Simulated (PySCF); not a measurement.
SMILES [Ge]([CH3])([CH2][SiH](F)F)([CH3])[CH3] (GFN2-xTB optimised geometry):

```
20

Si    -0.715    -2.173    -1.633
F     -0.575    -2.746    -3.124
F      0.726    -2.529    -1.033
C     -0.964    -0.315    -1.660
Ge    -0.297     0.593     0.000
C      1.684     0.593     0.000
C     -0.986     2.461     0.000
C     -0.990    -0.384     1.583
H     -1.672    -2.999    -0.934
H     -0.444     0.114    -2.516
H     -2.019    -0.079    -1.785
H      2.067     1.049     0.909
H      2.064    -0.422    -0.059
H      2.072     1.151    -0.847
H     -0.626     2.999     0.871
H     -2.072     2.473     0.021
H     -0.658     2.997    -0.886
H     -2.073    -0.469     1.548
H     -0.724     0.135     2.500
H     -0.570    -1.384     1.625
```

Calculation: PBE0/def2-SVP run with PySCF.

Question: What are the frontier orbital energies and the dipole moment?

Answer: HOMO-2 -8.45 eV, HOMO-1 -8.37 eV, HOMO -8.20 eV, LUMO 1.01 eV, LUMO+1 1.32 eV; dipole moment 2.75 D.

On the same geometry PBE/def2-SVP in PySCF gives HOMO-2 -7.13 eV, HOMO-1 -7.06 eV, HOMO -6.89 eV, LUMO 0.15 eV, LUMO+1 0.50 eV; dipole moment 2.56 D.

Meta-Löwdin charges at PBE0/def2-SVP: Si1 1.25, F2 -0.47, F3 -0.48, C4 -0.66, Ge5 0.77, C6 -0.52, C7 -0.51, C8 -0.52, H9 -0.13, H10 0.13, H11 0.13, H12 0.11, H13 0.12, H14 0.11, H15 0.11, H16 0.11, H17 0.11, H18 0.11, H19 0.11, H20 0.11.
